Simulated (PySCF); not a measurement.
NMR data simulated for an unnamed compound:

1H NMR (600 MHz, computed): δ 5.07 (sept, 1H), 1.94 (s, 3H), 1.16 (d, 6H).

13C{1H} NMR (computed): δ 177.1 (C), 71.2 (CH), 23.3 (CH3), 22.8 (CH3).

[PySCF 2.14: PBE0-D3(BJ)/def2-TZVP geometry; σ from GIAO-B97-2/pcSseg-2; no solvent; equivalent nuclei averaged; one conformer; non-relativistic Hamiltonian]

Shifts are taken against calculated references (same method and geometry level): TMS for 1H (σref 31.64) and 13C (σref 185.38).

Question: Which of these does the molecule contain: a (CH3)2CH unit, a Si–H bond, a CF3 group, an ester, a CH3CH2 unit?

Answer: 
- A (CH3)2CH unit: yes (δC 23.3, 71.2; δH 1.16 (d), 5.07 (sept)).
- A Si–H bond: no.
- A CF3 group: no.
- An ester: yes (δC 177.1).
- A CH3CH2 unit: no.

The data belong to isopropyl acetate (CC(=O)OC(C)C, C5H10O2); they needn't prove each group on their own.

Carbon signals by region: 1 in the far downfield region (above 160 ppm), 1 at 50–100 ppm, 2 below 50 ppm. Above 160 ppm: 177.1, ester carbonyl carbon.

Shifts are as computed. Against solution values, carbons near 30 ppm lie about +3 ppm off and those near 130 ppm about +7 ppm. Of 1211 compounds with measured shifts, 218 miss one by over three times the rms of a fit or turn the order of signals round; such compounds aren't used in these exercises. Multiplicities follow the n + 1 count of equivalent neighbours, as no J values were calculated; m marks all less simple cases, F and P coupling included.
